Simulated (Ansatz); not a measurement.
Z-matrix (Å, degrees):
```
Sn
I 1 2.684
H 1 1.701 2 107.0
H 1 1.701 2 107.0 3 -120.0
H 1 1.701 2 107.0 3 120.0
```

Charge 0, multiplicity 1. Sn, I: def2 effective core potential.

**Question.** List the ωB97M-V/def2-TZVPP orbital energies in eV (the Gaussian-basis code of Ansatz). (Estimate.)

**Answer.** Computed: Occupied: -190.48, -143.70, -136.26, -136.04, -136.04, -98.34, -98.20, -98.20, -55.16, -55.08, -55.08, -54.89, -54.89, -31.90, -31.84, -31.84, -31.71, -31.71, -21.88, -17.36, -12.12, -12.12, -11.04, -9.65, -9.65. Lowest empty: 0.33, 1.80, 2.09, 2.10, 3.54, 3.54, 3.69, 5.22.
